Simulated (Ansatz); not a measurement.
Harmonic frequencies (cm⁻¹) at PBE0-D4/def2-TZVP from Ansatz: 126, 129, 153, 316, 343, 399, 488, 587, 610, 613, 753, 781, 828, 1156, 1182, 1312, 1674, 1976, 1988, 3163, 3840.

Each molecule was computed in one conformer, which needn't be the lowest.

Task: Which molecule is it?
A. `CC=C=N`
B. `[NH2][Al]1[NH][B]1Cl`
C. `O/C(Cl)=[CH]/[GaH2]`
D. `C#[C][AlH][GeH3]`

Result: C.
